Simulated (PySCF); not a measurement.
## Worked example: chemical shift, span and skew from a shielding tensor

1-bromo-3-chloropropa-1,2-diene (C₃H₂BrCl), SMILES ClC=C=CBr. Atoms are numbered in the order given.

```xyz
7

Cl    -2.9945     0.8002    -0.7057
C     -2.0003    -0.5454    -0.2022
C     -0.7127    -0.6103    -0.4266
C      0.5720    -0.6794    -0.6388
Br     1.8653    -0.0039     0.5948
H     -2.5576    -1.3309     0.3167
H      1.0240    -1.1236    -1.5295
```

The structure is a stationary point at B3LYP-D3(BJ)/def2-SVP.

GIAO shieldings from PySCF with PBE0/pcSseg-1, non-relativistic, no solvent. The symmetric part of the tensor of C2 has the principal values 2.6, 79.3, 136.5 ppm. The same nucleus in TMS has σ = 186.3 ppm at this level (PySCF, at its B3LYP-D3(BJ)/def2-TZVP geometry). Without spin–orbit terms, shifts of atoms bonded to Cl or Br come out too high.

Question: Work out the isotropic shielding, the ¹³C shift against TMS, the span and the skew.

Answer: 
σ(iso) = (σ11 + σ22 + σ33)/3 = 72.8 ppm. δ = σ(ref) − σ(iso) = 186.3 − (72.8) = 113.5 ppm.
Span Ω = σ33 − σ11 = 133.9 ppm. Skew κ = 3(σ(iso) − σ22)/Ω = -0.15. Tumbling in solution averages the tensor to δ; in a static solid the shielding alone would spread this spin-1/2 line over Ω.
